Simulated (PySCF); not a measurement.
First SCF of a structure search on triplet HCuO, at a hand-made linear geometry. PySCF input:

```python
from pyscf import gto, scf, dft
mol = gto.M(atom='''
Cu     0.000000     0.000000     0.000000
O      0.000000     0.000000    -1.720000
H      0.000000     0.000000     1.440000''',
    basis={'Cu': 'def2-TZVP', 'O': 'def2-TZVP', 'H': 'def2-TZVP'},
    charge=0, spin=2)
mf = dft.UKS(mol, xc='PBE0')
mf.grids.atom_grid = (50, 194)
aux = {'Cu': 'def2-universal-JKFIT', 'O': 'def2-universal-JKFIT', 'H': 'def2-universal-JKFIT'}
mf = mf.density_fit(auxbasis=aux)
mf.conv_tol = 1e-08
mf.diis_space = 10
mf.max_cycle = 60
mf.init_guess = 'minao'
mf.verbose = 4
mf.kernel()
```

Excerpt of the output (cycles alone):

```
init E= -1715.48657188293
cycle= 1 E= -1712.55443254164  delta_E= 2.93  |g|= 3.89  |ddm|= 1.41
cycle= 2 E= -1699.12691664715  delta_E= 13.4  |g|= 7.51  |ddm|= 5.92
cycle= 3 E= -1714.89870002458  delta_E= -15.8  |g|= 1.89  |ddm|= 5.01
cycle= 4 E= -1709.86570404139  delta_E= 5.03  |g|= 2.76  |ddm|= 2.96
cycle= 5 E= -1715.7956535642  delta_E= -5.93  |g|= 0.472  |ddm|= 2.95
cycle= 6 E= -1715.7434159423  delta_E= 0.0522  |g|= 0.569  |ddm|= 0.78
cycle= 7 E= -1715.79664267203  delta_E= -0.0532  |g|= 0.482  |ddm|= 0.118
cycle= 8 E= -1715.83610473398  delta_E= -0.0395  |g|= 0.393  |ddm|= 0.0695
cycle= 9 E= -1715.90915005484  delta_E= -0.073  |g|= 0.12  |ddm|= 0.214
cycle= 10 E= -1715.91583304815  delta_E= -0.00668  |g|= 0.0707  |ddm|= 0.0966
cycle= 11 E= -1715.91662339611  delta_E= -0.00079  |g|= 0.0377  |ddm|= 0.021
cycle= 12 E= -1715.91693072536  delta_E= -0.000307  |g|= 0.00613  |ddm|= 0.0206
cycle= 13 E= -1715.91694071225  delta_E= -9.99e-06  |g|= 0.00103  |ddm|= 0.00391
cycle= 14 E= -1715.91694135317  delta_E= -6.41e-07  |g|= 0.000254  |ddm|= 0.00159
cycle= 15 E= -1715.91694140661  delta_E= -5.34e-08  |g|= 8.02e-05  |ddm|= 0.000332
cycle= 16 E= -1715.91694142693  delta_E= -2.03e-08  |g|= 7.01e-05  |ddm|= 0.00019
cycle= 17 E= -1715.91694145931  delta_E= -3.24e-08  |g|= 5.52e-05  |ddm|= 0.000311
cycle= 18 E= -1715.91694160184  delta_E= -1.43e-07  |g|= 6.08e-05  |ddm|= 0.00149
cycle= 19 E= -1715.91694193558  delta_E= -3.34e-07  |g|= 9.05e-05  |ddm|= 0.0047
cycle= 20 E= -1715.91694211254  delta_E= -1.77e-07  |g|= 3.63e-05  |ddm|= 0.0056
cycle= 21 E= -1715.91694211906  delta_E= -6.52e-09  |g|= 5.99e-06  |ddm|= 0.00114
Extra cycle  E= -1715.91694211884  delta_E= 2.22e-10  |g|= 3.27e-05  |ddm|= 1.38e-05
converged SCF energy = -1715.91694211884  <S^2> = 2.0171611  2S+1 = 3.011419
```

No lower solution of this spin was found from smeared starts or by a stability analysis within the unrestricted form.

With open d or f shells other occupations or spin states may lie lower.

The search for the lowest solution, 3 starts and the stability check together, took 10 s on 2 threads of a shared Arm Neoverse V2 host, with 82 basis functions; the process peaked at 0.35 GiB.
